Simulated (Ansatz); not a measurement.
Reaction (substitution at a C–O bond): `CBOC(=O)O` + H₂Te → `O=C(O)[TeH]` + `CBO`

Calculated with Ansatz (gas phase, PBE0-D4/def2-TZVP geometries, no zero-point term in ΔE). CCSD(T)/CBS is the MP2 limit (def2-TZVPP, def2-QZVPP) plus CCSD(T) − MP2 in def2-TZVPP, frozen cores. DFT in def2-TZVPP. B3LYP here is the variant with VWN-RPA as its local correlation; programs differ in this. def2 core potentials past Kr. For Te outer-core shells are correlated without core-valence functions, which leaves a few kJ/mol of doubt a bond. Each species was taken in one conformer, which may not be the lowest.

`CBOC(=O)O`:

Z-matrix (Å, degrees):
```
C
B 1 1.550
H 1 1.096 2 109.9
H 1 1.096 2 109.4 3 114.8
H 1 1.091 2 114.1 3 -122.9
O 2 1.381 1 117.8 3 122.6
H 2 1.194 1 123.9 3 -56.1
C 6 1.344 2 122.2 1 173.6
O 8 1.194 6 126.6 2 -22.8
O 8 1.332 6 108.1 2 158.8
H 10 0.965 8 106.4 6 178.1
```

H₂Te:

```xyz
3

Te    0.441    0.563    0.306
H    -1.188    0.328    0.119
H     0.747   -0.891   -0.425
```

`O=C(O)[TeH]`:

Z-matrix (Å, degrees):
```
C
O 1 1.341
Te 1 2.134 2 108.4
O 1 1.191 2 124.8 3 180.0
H 2 0.971 1 107.1 3 -180.0
H 3 1.654 1 90.2 2 180.0
```

`CBO`:

```xyz
8

C     0.846    0.213   -0.501
B    -0.381   -0.321    0.297
O    -1.417    0.514    0.565
H     0.755    1.263   -0.786
H     0.997   -0.386   -1.407
H     1.763    0.086    0.086
H    -0.440   -1.461    0.687
H    -2.122    0.092    1.060
```

(1) Is it downhill or uphill in electronic energy at CCSD(T)/CBS, and by how much? (An estimate is asked.)

(2) What do these levels give: PBE-D4, B3LYP-D4, PBE, r2SCAN, PBE0, B3LYP, HF/def2-TZVPP, MP2/def2-TZVPP, SCS-MP2/def2-TZVPP, HF/def2-QZVPP, MP2/def2-QZVPP, SCS-MP2/def2-QZVPP? (An estimate is asked.)

Largest T1 diagnostic among the species: 0.015.

Answers

(1) The calculation gave: Downhill: ΔE = -0.10 eV.

(2) Ansatz gave: PBE-D4 -0.19, B3LYP-D4 -0.09, PBE -0.18, r2SCAN -0.08, PBE0 -0.03, B3LYP -0.07, HF/def2-TZVPP 0.33, MP2/def2-TZVPP -0.13, SCS-MP2/def2-TZVPP -0.08, HF/def2-QZVPP 0.33, MP2/def2-QZVPP -0.18, SCS-MP2/def2-QZVPP -0.12 eV.

In def2-TZVPP, CCSD(T) changes the Hartree–Fock value by −0.36 eV (the triples alone add −0.07 eV) and MP2 by −0.46 eV. From PBE to PBE0 (25 % exact exchange), in def2-TZVPP and without D4, ΔE moves by +0.15 eV.
